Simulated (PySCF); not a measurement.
# Stretching MgGe

Set-up: PySCF, no relativity, basis sets Mg def2-SVPD, Ge def2-SVPD. Energies in eV from Mg + Ge in their ground configurations at the same level. All curves are PBE0. state 1: ³Σ⁻ (triplet), unpaired electrons π ↑↑; state 2: Ms = 0 determinant of mixed spin (⟨S²⟩ near 1.0), unpaired electrons π ↑↓, a mixture of terms (⟨Lz²⟩ = 2.0), a second solution, started from another occupation; state 3: ³Π (triplet), unpaired electrons σ ↑, π ↑, a second solution, started from another occupation; state 4: Ms = 0 determinant of mixed spin (⟨S²⟩ near 1.0), unpaired electrons σ ↓, π ↑, a second solution, started from another occupation.

```tsv
R (Å)	state 1	state 2	state 3	state 4
2.239	-0.639	-0.3335	0.6125	0.6852
2.344	-0.890	-0.5816	0.1861	0.2616
2.448	-1.025	-0.7140	-0.0989	-0.0186
2.526	-1.072	-0.7583	-0.2428	-0.1577
2.604	-1.085	-0.7684	-0.3412	-0.2499
2.682	-1.072	-0.7532	-0.4041	-0.3053
2.786	-1.027	-0.7055	-0.4463	-0.3357
2.917	-0.942	-0.6193	-0.4529	-0.3245
3.073	-0.822	-0.4983	-0.4205	-0.2675
3.281	-0.657	-0.3351	-0.3480	-0.1594
```

**Question.** Put a parabola through the three lowest points of the state 1 curve and estimate Re, k and ωe (reduced mass 18.11 u; 1 eV/Å² = 0.16022 mdyn/Å; ωe = 1302.8·√(k/μ) cm⁻¹).

**Answer.** Through R = 2.526, 2.604, 2.682 Å the second-order coefficient is 2.14 eV/Å², so Re ≈ 2.604 Å, k ≈ 0.685 mdyn/Å and ωe ≈ 253 cm⁻¹. A polynomial fit of higher order to the unrounded PBE0 energies gives Re = 2.600 Å, k = 0.678 mdyn/Å, ωe = 252 cm⁻¹; anharmonicity and rounding make the difference.

The higher-order fit for each curve: state 1: Re = 2.600 Å, ωe = 252 cm⁻¹, De = 1.08 eV; state 2: Re = 2.592 Å, ωe = 255 cm⁻¹, minimum 0.77 eV below the ground-state fragments; state 3: Re = 2.870 Å, ωe = 183 cm⁻¹, minimum 0.455 eV below the ground-state fragments; state 4: Re = 2.818 Å, ωe = 210 cm⁻¹, minimum 0.337 eV below the ground-state fragments.

Closed-shell solutions of metal pairs were not tested for spin polarisation, which can lower them a little. Spin–orbit coupling is left out. The state is the lowest determinant that a PBE0 search found; another state may lie lower at other levels.
